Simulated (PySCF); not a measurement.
# Mn(2+): excitation energy

Mn(2+) [Ar] 3d5 (6S) → Mn(2+) [Ar] 3d4 4s1 (6D), as a difference of total energies. Calculation: PySCF 2.14, in x2c-TZVPPall with one added diffuse shell each of s, p, d, f type (7s6p5d3f1g, 80 functions); scalar relativity by spin-free X2C-1e. Correlated levels: valence: [Ar] frozen; valence and next inner shell: [Ne] frozen. The calculations carry no spin-orbit coupling.

| method | excitation energy (cm⁻¹) |
| --- | --- |
| UHF | 59471 |
| LDA | 63510 |
| PBE | 62130 |
| PBE0 | 63019 |
| r2SCAN | 62907 |
| B2PLYP | 62239 |
| M06 | 67428 |
| r2SCANh | 63069 |
| PW91 | 62285 |
| MP2 (valence) | 63496 |
| SCS-MP2 (valence) | 60812 |
| MP2 (valence and next inner shell) | 65095 |
| SCS-MP2 (valence and next inner shell) | 62560 |

A first-order spin-orbit estimate (lowest level to lowest level, LS coupling) adds -0.064 eV.
